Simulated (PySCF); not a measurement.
# What a mistake does to a calculation on AlBClH2O

Calculated results; nothing here was measured. The program is PySCF 2.14.0, an open-source quantum chemistry code, run on an isolated molecule that a program drew, which may never have been made. The molecule is AlBClH2O (charge 0, doublet), drawn as the SMILES string `[BH][O][AlH][Cl]`.

Each row is a Hartree-Fock (HF) and frozen-core CCSD(T) single point in the cc-pV(D+d)Z basis, meant for a local HF minimum. Run 1 is clean. Each other run has one planted mistake out of seven kinds, and not every kind appears here: one electron removed, one electron added, multiplicity raised by two, geometry at a saddle point, minimal basis STO-3G, one bond length entered in bohr, all coordinates scaled. The reference is restricted for singlets and unrestricted otherwise, and also for a bond in bohr. Adding or removing an electron swaps singlet and doublet. Electrons count all cores. HOMO and LUMO are orbital energies over both spins, the gradient is its largest component, and the lowest frequency (negative if imaginary) is given only where the gradient is small. Bond lengths are over the 5 bonds as drawn. T1 is the CCSD diagnostic: over 0.02 (restricted) or 0.045 (unrestricted) a single reference is doubtful.

Geometry of the clean run:
```xyz
6
AlBClH2O, angstrom
B     1.4486   -2.2801    1.4567
O     1.3026   -1.7092    0.2669
Al    1.3686   -1.0751   -1.2886
Cl    2.8114    0.3956   -1.6901
H     0.8491   -1.9275    2.4444
H     0.3804   -1.5569   -2.3867
```

| run | electrons | basis functions | <S^2> | HOMO (eV) | LUMO (eV) | gradient (hartree/bohr) | lowest frequency (cm^-1) | mean bond (Å) | longest bond (Å) | T1 | HF (hartree) | CCSD(T) (hartree) | mistake |
|---|---|---|---|---|---|---|---|---|---|---|---|---|---|
| 1 | 45 | 84 | 0.754 | -8.53 | 1.63 | 1.1e-05 | 77 | 1.5739 | 2.099 | 0.0164 | -802.25278 | -802.73659 | no fault |
| 2 | 45 | 84 | 0.754 | -8.59 | 1.52 | 1.5e-05 | -106 | 1.5776 | 2.096 | 0.0151 | -802.25091 | -802.73481 | geometry at a saddle point |
| 3 | 45 | 84 | 1.587 | -8.54 | 0.60 | 8.9e-03 | - | 1.8504 | 2.936 | 0.0522 | -802.14987 | -802.62311 | one bond length entered in bohr |
| 4 | 45 | 84 | 3.757 | -5.69 | -3.85 | 5.7e-02 | - | 1.5739 | 2.099 | 0.0448 | -802.00473 | -802.47858 | ? |

**Which mistake was planted in run 4, and what did it cost?**

Electrons, basis and geometry are unchanged, and <S^2> is 3.757, beside S(S+1) = 3.75 for a multiplicity of 4. So the mistake is: multiplicity raised by two. Subtracting run 1 and multiplying by 627.51 kcal/mol a hartree, the energy moved by 155.7 kcal/mol in HF and 161.9 kcal/mol in CCSD(T).

Cautions from the logs. Run 3: T1 is over the limit, so its CCSD(T) energy is less reliable.
